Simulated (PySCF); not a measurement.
Compound: C₇H₄BrO₂ (charge -1).
SMILES: `c1cc(cc(C([O-])=O)c1)Br`

All values: B3LYP/def2-SVPD (PySCF, non-relativistic), on one gas-phase PBE0-D3(BJ)/def2-SVP geometry that isn't relaxed in the solvent. The solvent is an IEF-PCM continuum (Bondi radii, 1.10 Å for H, scaled by 1.2), and excitations are vertical TDDFT with non-equilibrium linear response and a frozen core. Only the electrostatic response of the medium enters. Spin–orbit coupling is left out although an atom past zinc is present.

Gas-phase singlets (H = HOMO, L = LUMO):

```tsv
state	E (eV)	λ (nm)	f	leading configuration
S1	3.546	350	0.000	H→L+1 98%
S2	3.692	336	0.000	H-1→L+1 98%
S3	3.912	317	0.000	H→L 96%
S4	3.919	316	0.000	H→L+2 99%
S5	3.999	310	0.000	H-1→L+2 99%
```

Question: How does the list change in chloroform (ε = 4.711)?

Answer: 
| state | E (eV) | λ (nm) | f | leading configuration | change by rank (eV) |
| --- | --- | --- | --- | --- | --- |
| S1 | 4.328 | 286 | 0.000 | H→L 98% | +0.782 |
| S2 | 4.384 | 283 | 0.000 | H-1→L 98% | +0.692 |
| S3 | 4.863 | 255 | 0.000 | H-1→L+1 100% | +0.951 |
| S4 | 4.894 | 253 | 0.000 | H→L+1 100% | +0.975 |
| S5 | 4.962 | 250 | 0.004 | H-2→L 62% | +0.963 |

Question: Give the list for acetone (ε = 20.49), n² = 1.85.

Answer: 
```csv
state,E (eV),λ (nm),f,leading configuration,change by rank (eV)
S1,4.559,272,0.000,H→L 97%,+1.013
S2,4.589,270,0.000,H-1→L 98%,+0.897
S3,4.949,251,0.009,H-2→L 66%,+1.037
S4,5.134,241,0.000,H-1→L+1 98%,+1.215
S5,5.205,238,0.000,H→L+1 98%,+1.206
```

Question: How do the frontier levels move from gas to acetone?

Answer: 
| orbital | gas (eV) | solvent (eV) | change (eV) |
| --- | --- | --- | --- |
| LUMO+2 | 2.70 | -0.24 | -2.94 |
| LUMO+1 | 2.48 | -0.49 | -2.97 |
| LUMO | 2.38 | -0.86 | -3.24 |
| HOMO | -2.03 | -6.50 | -4.47 |
| HOMO-1 | -2.20 | -6.54 | -4.34 |
| HOMO-2 | -2.44 | -6.63 | -4.19 |
| HOMO-3 | -3.49 | -6.96 | -3.47 |

The HOMO–LUMO gap goes from 4.41 to 5.64 eV. Rows go by rank; for HOMO-3, HOMO-2, HOMO-1, LUMO, LUMO+1 and LUMO+2 the atom shares or the degeneracy differ between the runs, so the row needn't follow one orbital.

Shape of the structure used: `[O:1]=[C:2]([O-:3])[c:4]1[cH:5][cH:6][cH:7][c:8]([Br:9])[cH:10]1`: O1–C2–C4–C5 180°.
